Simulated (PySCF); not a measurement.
CH₃F₃OSi, SMILES O[Si](F)(F)CF.

Geometry: PBE-D3(BJ)/def2-SVP. This is a generated structure with no PubChem entry under its InChIKey; it may be hypothetical. One conformer was computed; it need not be the lowest.

Two levels are set side by side: PBE/def2-TZVP (PySCF) and HF/def2-TZVP (PySCF). Same geometry, gas phase. Differences are taken from unrounded values.

```
quantity                         HF    PBE  PBE minus HF
---------------------------  ------  -----  ------------
orbital gap (eV)              17.03   7.01        -10.02
highest occupied level (eV)  -13.61  -7.96          5.65
lowest empty level (eV)        3.42  -0.95         -4.36
dipole moment (D)              2.52   2.28         -0.24
mean polarisability (bohr³)    33.5   39.6           6.1
```

Without exact exchange PBE keeps part of each electron's self-repulsion, which lifts occupied levels and narrows the gap. Loosely held outer electrons make PBE densities more polarisable. Differences between two approximate levels are no errors against the true value.

Rough cost on one machine, each run with all the roots and properties that it gave: HF against PBE about 1/3.
